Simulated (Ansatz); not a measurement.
A geometry relaxed with Ansatz (an electronic-structure program) with PBE-D3(BJ)/def2-TZVP, charge 0, multiplicity 1:

```xyz
8

S      2.1372     0.2876    -0.0442
C      0.4308    -0.1590     0.0425
C     -0.5588     0.7206    -0.1771
H     -0.3415     1.7635    -0.4219
S     -2.2879     0.4221    -0.1258
H      2.6180    -0.9391     0.2521
H      0.2228    -1.2014     0.2873
H     -2.2205    -0.8945     0.1871
```

Task: Write the SMILES of this molecule.

Result: `S/C=C/S`
